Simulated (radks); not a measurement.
The cobalt ion Co+, 26 electrons, occupied as [Ar] 3d7 4s0.5 4p0.5 (fractional occupations, a model configuration).

All-electron calculation, scalar-relativistic Kohn-Sham, r2SCAN, spin-polarised, spherical densities, finite nucleus; open shells are filled with parallel spins first; meta-GGA in the generalised Kohn-Sham scheme; Fermi nuclear charge, rms radius 3.7875 fm. Program: a radial shooting solver on a logarithmic mesh with Libxc functionals.

Energy parts (eV):
| part | energy |
|---|---|
| total | -37906.500 |
| kinetic | 38397.384 |
| electron-nucleus | -90570.952 |
| Hartree | 15884.351 |
| exchange-correlation | -1617.282 |

Orbitals (lengths in bohr, moments of r in powers of bohr; <r^-3> diverges for s and p1/2; r(90%) holds 90 % of the orbital's charge):
orbital  occ.  eigenvalue (eV)  r(90%)      <r>       <r^4>  <r^-3>
1s up       1        -7627.797   0.100  0.05620  0.00004653       -
1s down     1        -7627.770   0.100  0.05620  0.00004652       -
2s up       1        -918.5745   0.395   0.2551     0.01033       -
2s down     1        -916.5852   0.395   0.2548     0.01026       -
2p up       3        -786.3287   0.368   0.2250    0.007872   549.1
2p down     3        -784.8001   0.367   0.2246    0.007802   550.6
3s up       1        -117.2152    1.16   0.7726      0.7706       -
3s down     1        -112.9017    1.16   0.7755      0.7825       -
3p up       3         -79.0282    1.26   0.8149       1.077   68.93
3p down     3         -74.7365    1.26   0.8192       1.102   67.83
3d up       5         -19.3889    1.78    1.025       5.144   6.040
3d down     2         -15.2585    1.86    1.062       6.303   5.799
4s up     0.5         -13.9969    3.88    2.593       94.73       -
4s down     0         -11.2688    4.03    2.686       112.1       -
4p up     0.5          -8.2770    4.87    3.230       237.4   3.713
4p down     0          -6.2015    5.37    3.512       352.2   2.915

The highest occupied level is 4p up at -8.277 eV. The configuration is held as typed, so some empty levels lie below it. The spin density at the nucleus is 3.728 e/bohr^3 (1s 0.051, 2s -2.092, 3s 1.484, 4s 4.285). Spin moment in Bohr magnetons: 4. The density falls to 0.001 e/bohr^3 at r = 3.94 bohr. Summed over all electrons, <r^2> = 26.41 bohr^2, which gives a Langevin (diamagnetic) susceptibility term of -20.9 x 10^-6 cm^3/mol.
